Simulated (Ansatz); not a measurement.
`[OH][AlH][SiH2]P` + `N=C(O)O` → `OC(O)=NP` + `[OH][AlH][SiH3]`  (cleavage of the P–Si bond)

Isolated molecules relaxed with PBE0-D4/def2-TZVP in Ansatz; ΔE leaves out vibrations. CCSD(T)/CBS is the MP2 limit (def2-TZVPP, def2-QZVPP) plus CCSD(T) − MP2 in def2-TZVPP, frozen cores. Functionals use def2-TZVPP. HSE06 is defined as in plane-wave codes. Each species was taken in one conformer, which may not be the lowest.

```json
{"level": "HSE06-D4", "ΔE (eV)": "0.42"}
{"level": "BHLYP-D4", "ΔE (eV)": "0.34"}
{"level": "B2PLYP", "ΔE (eV)": "0.34"}
{"level": "BLYP", "ΔE (eV)": "0.35"}
{"level": "RPA@PBE/def2-TZVPP", "ΔE (eV)": "0.35"}
{"level": "SCS-MP2/def2-TZVPP", "ΔE (eV)": "0.33"}
{"level": "CCSD(T)/def2-TZVPP", "ΔE (eV)": "0.38"}
{"level": "HF/def2-QZVPP", "ΔE (eV)": "0.27"}
```

Question: What does CCSD(T)/CBS give? (An estimate is asked.)

Answer: Computed: +0.39 eV. The listed levels differ from it by 0.03, -0.05, -0.05, -0.04, -0.04, -0.06, -0.01, -0.12 eV.

Question: What do rigid-rotor, harmonic-oscillator terms from PBE0-D4/def2-TZVP frequencies (298.15 K, 1 bar) make of the CCSD(T)/CBS value? (Estimate.)

Answer: Computed: ΔZPE = -0.06 eV, ΔH = +0.32 eV, ΔS = -9 J/(mol·K), ΔG = +0.35 eV. Modes under 50 cm⁻¹ make the entropy rough.

Largest T1 diagnostic among the species: 0.014.

Leaving LDA and LC-ωPBE aside and taking each functional with its dispersion term where it has one, the values, not all of them listed here, spread over 0.12 eV, from CAM-B3LYP-D4 to PBE-D4. LDA lies −0.10 eV from PBE without D4. From BLYP to BHLYP (50 % exact exchange), in def2-TZVPP and without D4, ΔE moves by −0.04 eV.
